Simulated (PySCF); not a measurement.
# One molecule, several mistakes: BH4O2Si anion

These are calculations, not measurements. They come from PySCF 2.14.0, an open-source quantum chemistry program, on an isolated molecule that a program drew, which may never have been made. The molecule is BH4O2Si anion (charge -1, singlet), drawn as the SMILES string `B[Si-](O)O`.

Each row is a Hartree-Fock (HF) and frozen-core CCSD(T) single point in the aug-cc-pV(D+d)Z basis, meant for a local HF minimum. Run 1 is clean. Each other run has one planted mistake out of seven kinds, and not every kind appears here: one electron removed, one electron added, multiplicity raised by two, geometry at a saddle point, minimal basis STO-3G, one bond length entered in bohr, all coordinates scaled. The reference is restricted for singlets and unrestricted otherwise, and also for a bond in bohr. Adding or removing an electron swaps singlet and doublet. Electrons count all cores. HOMO and LUMO are orbital energies over both spins, the gradient is its largest component, and the lowest frequency (negative if imaginary) is given only where the gradient is small. Bond lengths are over the 7 bonds as drawn. T1 is the CCSD diagnostic: over 0.02 (restricted) or 0.045 (unrestricted) a single reference is doubtful.

Geometry of the clean run:
```xyz
8
BH4O2Si anion, angstrom
B    -1.1439   -0.2692   -0.0921
Si    0.4366   -0.2793   -1.0616
O     2.0182    0.0252   -0.5810
O     0.7219   -0.5974   -2.6873
H    -2.1882   -0.5235   -0.6507
H    -1.1169   -0.0076    1.0903
H     2.0725    0.2305    0.3370
H    -0.0739   -0.7974   -3.1504
```

```
run  electrons  basis functions  <S^2>  HOMO (eV)  LUMO (eV)  gradient (hartree/bohr)  lowest frequency (cm^-1)  mean bond (Å)  longest bond (Å)      T1  HF (hartree)  CCSD(T) (hartree)               mistake
  1         40              137  0.000      -0.91       3.85                  1.7e-05                        95         1.3604             1.854  0.0166    -465.73414         -466.40682              no fault
  2         39              137  0.760      -8.26       0.57                  6.0e-02                         -         1.3604             1.854  0.0169    -465.73519         -466.36743  one electron removed
  3         40              137  2.009       0.73       3.06                  5.2e-02                         -         1.3604             1.854  0.0683    -465.70562         -466.35505                     ?
  4         40               28  0.000       4.30      16.33                  1.1e-01                         -         1.3604             1.854  0.0128    -459.75231         -459.96561                     ?
```

**Which mistake was planted in run 3, and what did it cost?**

Electrons, basis and geometry are unchanged, and <S^2> is 2.009, beside S(S+1) = 2.00 for a multiplicity of 3. So the mistake is: multiplicity raised by two. Subtracting run 1 and multiplying by 627.51 kcal/mol a hartree, the energy moved by 17.9 kcal/mol in HF and 32.5 kcal/mol in CCSD(T).

**Which mistake was planted in run 4, and what did it cost?**

It has 28 basis functions where the clean run has 137, with the same electrons and geometry. So the mistake is: minimal basis STO-3G. Subtracting run 1 and multiplying by 627.51 kcal/mol a hartree, the energy moved by 3753.7 kcal/mol in HF and 4041.9 kcal/mol in CCSD(T).

Cautions from the logs. Run 3: T1 is over the limit, so its CCSD(T) energy is less reliable and the HOMO is above zero, so the electron isn't bound and the energy depends on the basis; run 4: the HOMO is above zero, so the electron isn't bound and the energy depends on the basis.
